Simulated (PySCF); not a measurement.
Excitation energies in several basis sets

Species: AsH5Si.
Atom-mapped SMILES: `[SiH3:1][AsH2:2]` (hydrogens: H3, H4, H5 on Si1; H6, H7 on As2)

TDDFT with PBE0 (PySCF), vertical singlets, core orbitals frozen in the response, spherical d and f functions. Isolated species at its PBE0-D3(BJ)/def2-SVP geometry, gas phase. The PBE0/6-31G* calculation is non-relativistic and has no spin–orbit coupling, an omission that weighs most on arsenic.

```tsv
basis	functions	diffuse	S1 (eV)	S2 (eV)	S3 (eV)	S4 (eV)	S5 (eV)	LUMO (eV)	α (au)
6-31G*	60	no	6.85	6.86	7.62	7.87	8.08	0.21	52.4
def2-SVP	75	no	6.75	7.14	7.17	7.70	7.93	0.43	55.7
def2-SVPD	102	yes	6.39	6.50	6.64	7.28	7.31	-0.04	64.9
aug-cc-pVDZ	108	yes	6.08	6.42	6.45	7.15	7.17	-0.37	66.0
def2-TZVP	115	no	6.54	6.66	6.88	7.36	7.50	0.15	61.4
def2-TZVPD	142	yes	6.25	6.40	6.55	7.13	7.15	-0.16	65.7
aug-cc-pVTZ	224	yes	6.07	6.36	6.43	7.07	7.08	-0.39	66.3
```

Compare the sets with the largest diffuse one.

States are compared by their number. Against the largest diffuse basis here (aug-cc-pVTZ, itself not a converged limit), sets without diffuse functions differ by up to 0.78 eV in S1 and 1.00 eV in S5; the smaller diffuse sets differ by up to 0.33 and 0.23 eV. State by state, the largest deviation of a set without diffuse functions is S1 0.78, S2 0.78, S3 1.19, S4 0.80, S5 1.00 eV. The same number needn't mean the same state in each row. Against aug-cc-pVTZ the polarisability deviates by -21% in 6-31G*, -16% in def2-SVP, -2% in def2-SVPD, 0% in aug-cc-pVDZ, -7% in def2-TZVP, -1% in def2-TZVPD.
